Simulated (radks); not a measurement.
Problem. The mean radii <r> (bohr) of the occupied orbitals of an atom or ion are listed with their occupations. Calculated with a radial shooting solver on a logarithmic mesh with Libxc functionals: Dirac Kohn-Sham, BLYP, spin-unpolarised, spherical densities, point nucleus.

orbital     occ.      <r>
1s1/2          2  0.02073
2s1/2          2  0.08752
2p1/2          2  0.07289
2p3/2          4  0.08006
3s1/2          2   0.2294
3p1/2          2   0.2191
3p3/2          4   0.2327
3d3/2          4   0.2053
3d5/2          6   0.2095
4s1/2          2   0.5187
4p1/2          2   0.5285
4p3/2          4   0.5596
4d3/2          4   0.5902
4d5/2          6   0.6012
5s1/2          2    1.277
5p1/2          2    1.445
5p3/2          4    1.555
4f5/2    4.71429   0.8404
4f7/2    6.28571   0.8617
6s1/2          1    3.654

Name the element and its charge. Open shells, if any, are shared by 2j + 1.

Solution. Z = 67, holmium, charge +1: Ho+ in [Xe] 4f11 6s1. The 1s radius gives Z: for a bare nucleus <r> = (2 gamma + 1)/(2Z) with gamma = sqrt(1 - (Z/c)^2), 0.02048 bohr for Z = 67, and screening makes it slightly larger (0.02073 here). The occupations add up to 66, and the charge is Z minus that.
